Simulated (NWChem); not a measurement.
HCl3Si

```xyz
5

Si     0.0325     0.5070     0.0000
Cl    -0.9793    -0.1159     1.6799
Cl    -0.9793    -0.1159    -1.6799
Cl     1.9245    -0.3021     0.0000
H      0.1268     1.9789     0.0000
```
Charge 0, spin multiplicity 1.

Everything below was run with NWChem. All single points use one geometry, from B3LYP/def2-SVP, a minimum by its harmonic frequencies.

Symmetry labels belong to the abelian group Cs used in the runs, with the axes of the coordinates shown; states degenerate in a higher group split over its labels.

B3LYP has NWChem's definition, with VWN1-RPA local correlation. The structure started from a generated list of species.

Task: List the lowest 6 singlet excitations that TD-B3LYP/def2-SVP, VWN1-RPA local correlation gives, with oscillator strengths.

Result: 
| state | symmetry | energy (eV) | wavelength (nm) | f |
|---|---|---|---|---|
| 1 | a" | 7.48 | 166 | 0.000 |
| 2 | a' | 7.88 | 157 | 0.034 |
| 3 | a' | 7.88 | 157 | 0.009 |
| 4 | a" | 7.88 | 157 | 0.009 |
| 5 | a" | 8.28 | 150 | 0.017 |
| 6 | a' | 8.28 | 150 | 0.017 |
